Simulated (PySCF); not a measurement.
Some computed properties have been withheld. Give your best values.

Compound: C8H9OP.
Structure used (PBE0-D3(BJ)/def2-SVP), in Å, numbered top down from 1:
```xyz
19
C8H9OP angstrom
O      2.8801    1.8185   -0.1658
P      3.1811    0.4645    0.3889
C      2.8874   -1.1085   -0.4024
C      2.0060   -0.8279    0.8582
C      0.5340   -0.6650    0.7062
C     -0.0191    0.2597   -0.1926
C     -1.4000    0.3717   -0.3280
C     -2.2527   -0.4288    0.4317
C     -1.7127   -1.3407    1.3362
C     -0.3307   -1.4562    1.4718
H      4.3124    0.3267    1.2306
H      2.3411   -1.0602   -1.3513
H      3.6128   -1.9275   -0.3518
H      2.2917   -1.4145    1.7392
H      0.6389    0.9205   -0.7629
H     -1.8134    1.1015   -1.0283
H     -3.3359   -0.3365    0.3237
H     -2.3706   -1.9691    1.9414
H      0.0865   -2.1760    2.1813
```

```csv
property,level,value
point group,PBE0-D3(BJ)/def2-SVP,?
"rotational constants A, B, C",PBE0-D3(BJ)/def2-SVP,?
dipole moment,wB97X-D/def2-SVPD,3.91 D
HOMO energy,wB97X-D/def2-SVPD,-8.65 eV
LUMO energy,wB97X-D/def2-SVPD,1.16 eV
lowest singlet excitation,TDDFT wB97X-D/def2-SVPD,?
strongest line among the 10 lowest singlet transitions,TDDFT wB97X-D/def2-SVPD,"S6 at 6.75 eV (184 nm, f = 0.504)"
lowest triplet excitation (Tamm–Dancoff),TDA wB97X-D/def2-SVPD,4.08 eV
static isotropic polarisability,wB97X-D/def2-SVPD,116.2 au
vertical ionisation energy,ΔSCF wB97X-D/def2-SVPD,8.67 eV
electronic spatial extent ⟨r²⟩ about the centre of nuclear charge,wB97X-D/def2-SVPD,1832 bohr²
13C chemical shifts (computed TMS as zero) by class,GIAO HF/pcSseg-1,"145.4 (C5), 136.6 (C7/C9), 135.5 (C6/C10), 134.2 (C8), 16.9 (C4), 13.3 (C3) ppm"
1H chemical shifts (computed TMS as zero) by class,GIAO HF/pcSseg-1,"7.73 (H15/H19), 7.57 (H16/H18), 7.46 (H17), 6.32 (H11), 1.61 (H14), 1.45 (H12), 1.36 (H13) ppm"
"isotropic shieldings of nuclei other than C and H, by class",GIAO HF/pcSseg-1,"348 (O1), 447 (P2) ppm"
```

Electronic properties: PySCF, gas phase, density fitting. One conformer (not necessarily the lowest) at the PBE0-D3(BJ)/def2-SVP geometry, without solvent or vibrations. NMR classes are plain means over equivalent atoms (diastereotopic ones count apart unless rotation or inversion swaps them), as if these changed places fast; in this geometry the members of some classes differ.

The lowest singlet excitation?

5.32 eV (233 nm, f = 0.003).

The rotational constants A, B, C?

2.762, 0.709, 0.613 GHz.

What is the point group?

C1.

No computed singlet falls in the visible range (750 to 380 nm, 1.65 to 3.26 eV); S1 lies 2.06 eV above its blue end. The largest Löwdin shares of the HOMO are 0.17 on C8, 0.16 on C5, 0.11 on C4 and 0.09 on C10. The principal polarisabilities are 81.9, 116.0 and 150.7 au; their mean is the isotropic value. In atomic units the dipole is 1.54 e·bohr (1 au = 2.5417 D). The rotational constants make it an asymmetric top with κ = (2B − A − C)/(A − C) = -0.91, nearer the prolate limit (−1).
